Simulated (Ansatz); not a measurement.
The cluster Fe₂Pt. Total charge 0; triplet. Geometry r2SCAN-D4/def2-TZVP; atoms count from 1.

Cartesian coordinates in Å:
```
Fe 0.3396 -1.4061 0.3630
Fe -0.3907 0.5548 -1.3091
Pt 0.0511 0.8512 0.9460
```

In the def2 sets Pt takes a core potential; there is no spin–orbit coupling. The charge 0 triplet is spin-contaminated (final ⟨S²⟩ up to 5.49, 2.00 for a pure state). The geometry of the triplet was relaxed on an unsound state (⟨S²⟩ 5.44, where a pure state has 2.00). The structure comes from a short search, and lower isomers may exist.

(1) Estimate the Mulliken populations from the PBE0/def2-TZVP orbitals of Ansatz.

(2) Where does the spin sit?

(3) And the Mayer bond orders between bonded heavy atoms (over 0.3)?

## Answers

(1) 
```json
{"atom": "Fe1", "charge (e)": "0.15", "spin (α − β)": "4.60", "d electrons": "6.27"}
{"atom": "Fe2", "charge (e)": "0.09", "spin (α − β)": "-2.98", "d electrons": "6.57"}
{"atom": "Pt3", "charge (e)": "-0.25", "spin (α − β)": "0.39", "d electrons": "9.11"}
```
Mulliken values and Mayer orders depend strongly on the basis.

(2) Summed by element: Fe 1.61, Pt 0.39, of 2 unpaired in all. Largest on single atoms: Fe1 4.60, Fe2 -2.98, Pt3 0.39.

(3) Fe1–Fe2 0.40 (2.68 Å); Fe1–Pt3 0.98 (2.35 Å); Fe2–Pt3 1.09 (2.32 Å).
